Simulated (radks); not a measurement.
Coulomb parameter of the 3d shell of neutral vanadium in the model configuration [Ar] 3d2 4s2 4p1, as a second difference U = [E(n + 0.25) + E(n - 0.25) - 2 E(n)] / (0.25)^2 with all orbitals relaxed. "Bare": the charge of the atom changes with n. "Screened": the 4p shell takes up the change at fixed total charge, which measures U(3d,3d) + U(4p,4p) - 2 U(3d,4p). Calculated with a radial shooting solver on a logarithmic mesh with Libxc functionals: scalar-relativistic Kohn-Sham, r2SCAN, spin-unpolarised, spherical densities, finite nucleus; meta-GGA in the generalised Kohn-Sham scheme; Fermi nuclear charge, rms radius 3.6002 fm.

case                     configuration  E - E(n) (eV)
start                 [Ar] 3d2 4s2 4p1          0.000
bare +0.25         [Ar] 3d2.25 4s2 4p1         -2.265
bare -0.25         [Ar] 3d1.75 4s2 4p1          3.003
screened +0.25  [Ar] 3d2.25 4s2 4p0.75         -1.833
screened -0.25  [Ar] 3d1.75 4s2 4p1.25          2.129

U(bare) = 11.813 eV, U(screened by 4p) = 4.731 eV, against the Slater integral F0(3d,3d) = 19.889 eV with frozen orbitals. The step up makes a negative ion, whose loosely bound charge lowers the bare value.
